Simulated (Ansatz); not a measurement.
Reaction (cleavage of the Si–Si bond): `O[SiH](O)[SiH2][SiH3]` + `[NH2][Al]([NH2])[OH]` → `[NH2][Al]([NH2])[O][SiH3]` + `O[SiH](O)[SiH3]`

Computed with Ansatz on PBE0-D4/def2-TZVP structures; ΔE is electronic, products minus reactants. CCSD(T)/CBS is the MP2 limit (def2-TZVPP, def2-QZVPP) plus CCSD(T) − MP2 in def2-TZVPP, frozen cores. This one scheme is used for every species. Functionals use def2-TZVPP. B3LYP here is the variant with VWN-RPA as its local correlation; programs differ in this. Each species was taken in one conformer, which may not be the lowest.

```csv
level,ΔE (kcal/mol)
B3LYP-D4,-25.2
B2PLYP,-26.6
r2SCAN,-23.6
PBE0,-21.3
B3LYP,-26.0
MP2/def2-TZVPP,-26.4
CCSD(T)/def2-TZVPP,-25.2
SCS-MP2/def2-QZVPP,-28.0
```

Problem. What does CCSD(T)/CBS give? (Best estimate.)

Solution. Computed: -24.7 kcal/mol. The listed levels differ from it by -0.5, -1.9, 1.1, 3.4, -1.3, -1.7, -0.5, -3.3 kcal/mol.

Largest T1 diagnostic among the species: 0.013.

In def2-TZVPP, CCSD(T) changes the Hartree–Fock value by +7.9 kcal/mol (the triples alone add +1.1 kcal/mol) and MP2 by +6.6 kcal/mol. From PBE to PBE0 (25 % exact exchange), in def2-TZVPP and without D4, ΔE moves by −2.2 kcal/mol. The D4 term adds +0.9 kcal/mol with B3LYP and +0.5 kcal/mol with PBE0; it sums over pairs of atoms, weighted by their polarisabilities, and B3LYP, whose exchange is more repulsive, gets the larger term.
